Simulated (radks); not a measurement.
The numbers below are computed, except where a source is named.
The mean radii <r> (bohr) of the occupied orbitals of an atom or ion are listed with their occupations. Code: a radial shooting solver on a logarithmic mesh with Libxc functionals. Model: non-relativistic Kohn-Sham, LDA (Slater exchange, Perdew-Wang correlation), spin-unpolarised, spherical densities, point nucleus.

orbital  occ.      <r>
1s          2  0.01942
2s          2  0.08177
2p          6  0.06910
3s          2   0.2036
3p          6   0.1937
3d         10   0.1688
4s          2   0.4019
4p          6   0.3978

Name the element and its charge.

Answer. Z = 78, platinum, charge +42: Pt42+ in [Kr]. The 1s radius gives Z: for a bare nucleus <r> = 1.5/Z, 0.01923 bohr for Z = 78, and screening makes it slightly larger (0.01942 here). The occupations add up to 36, and the charge is Z minus that.
